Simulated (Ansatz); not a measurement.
Abridged output of a molecular run in Ansatz:

```
Functional definition: HF
1533 factors; integrals over basis functions are off by at most 9.1e-4 eV
mean field evaluation 1: about -87059.9957 eV, gradient 2.9e1 eV
mean field evaluation 2: about -87060.0563 eV, gradient 2.9e1 eV
mean field evaluation 4: about -87062.4225 eV, gradient 2.9e0 eV
mean field evaluation 8: about -87062.4629 eV, gradient 2.2e-1 eV
mean field -87062.46322069 eV, -3199.4865103032 hartree, gradient 6.8e-6 eV, S^2 0.000000; 0 other end points of the search recorded, 0 dependent functions left out
19 core orbitals not correlated: weight in the atoms' cores, before any rotation towards them, 1.000 or more for the frozen orbitals, at most 0.000 for the correlated occupied ones
reference -87062.46322069 eV, -3199.4865103032 hartree; 22, 22 occupied and 186, 186 virtual orbitals, 1533 factors
second order -24.85366963 eV of doubles, -0.00000000 eV of singles
cycle   1  -24.95540131 eV  change   -1.0e-1 eV  update   1.1e-1
cycle   2  -25.53561603 eV  change   -5.8e-1 eV  update   2.9e-2
cycle   3  -25.62868714 eV  change   -9.3e-2 eV  update   1.6e-2
cycle   4  -25.61326618 eV  change    1.5e-2 eV  update   4.2e-3
cycle   5  -25.61205417 eV  change    1.2e-3 eV  update   1.9e-3
cycle   6  -25.61233927 eV  change   -2.9e-4 eV  update   4.8e-4
cycle   7  -25.61206825 eV  change    2.7e-4 eV  update   1.7e-4
cycle   8  -25.61208334 eV  change   -1.5e-5 eV  update   5.8e-5
cycle   9  -25.61211514 eV  change   -3.2e-5 eV  update   2.1e-5
perturbative correction -0.96258395 eV, -0.0353743077 hartree
Total energy: -87089.03791977 eV, -3200.4631124816 hartree
```

Its atoms:

```xyz
8

C     0.714   -0.263    1.402
In   -0.165   -0.002   -0.522
S    -1.864    1.521   -1.185
Br    0.585   -1.412   -2.426
H    -0.035   -0.659    2.088
H     1.066    0.698    1.776
H     1.546   -0.961    1.322
H    -1.846    1.078   -2.454
```

Which basis set was used?
A. def2-QZVPP
B. def2-TZVPP
C. def2-SVPD
D. cc-pV(D+d)Z

B. It gives 227 functions.

Write the keys of the input that set method, charge and spin (a neutral closed shell needs none for the last two).


```yaml
correlation: {method: ccsd_t}
```
